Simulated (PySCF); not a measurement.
Bond curve of SrCa

Set-up: Sr x2c-TZVPall, Ca x2c-TZVPall; spin-free X2C with a Gaussian nucleus (PySCF 2.14). Energies in eV from Sr + Ca in their ground configurations at the same level. State: ¹Σ⁺ (singlet), closed shell.

All columns are PBE0. A positive dipole means Sr(−)Ca(+).

```
R (Å)  E (eV)  μ (D)  Mulliken charge on Sr (basis-dependent)  HOMO (eV)  LUMO (eV)  Mayer bond order  ⟨S²⟩
3.842  -0.072  -0.25                                     0.22      -3.50      -1.59              0.72  0.00
4.020  -0.142  -0.26                                     0.17      -3.55      -1.51              0.66  0.00
4.199  -0.177  -0.27                                     0.13      -3.60      -1.44              0.60  0.00
4.333  -0.188  -0.27                                     0.11      -3.64      -1.40              0.55  0.00
4.467  -0.189  -0.27                                     0.09      -3.67      -1.41              0.50  0.00
4.601  -0.184  -0.26                                     0.07      -3.71      -1.41              0.46  0.00
4.780  -0.171  -0.25                                     0.05      -3.75      -1.41              0.40  0.00
5.003  -0.148  -0.24                                     0.03      -3.80      -1.41              0.33  0.00
5.271  -0.120  -0.21                                     0.01      -3.86      -1.40              0.25  0.00
5.628  -0.085  -0.17                                     0.00      -3.92      -1.37              0.18  0.00
```

A fit through these points gives, at Re = 4.422 Å, μ = -0.27 D and dμ/dR = 0.0180 D/Å; the reduced mass is 27.47 u.

Q: How strong is the fundamental in the double-harmonic approximation, I = 42.26·(dμ/dR)²/μred km/mol?

A: I = 42.26·(0.0180)²/27.47 = 0.000498 km/mol at PBE0.

Closed-shell solutions of metal pairs were not tested for spin polarisation, which can lower them a little. The bond is weak. Basis-set superposition, not corrected here, can be much of De in a small basis, most of all at correlated wavefunction levels. Functionals without a dispersion term scatter widely for such bonds, and LDA overbinds them.
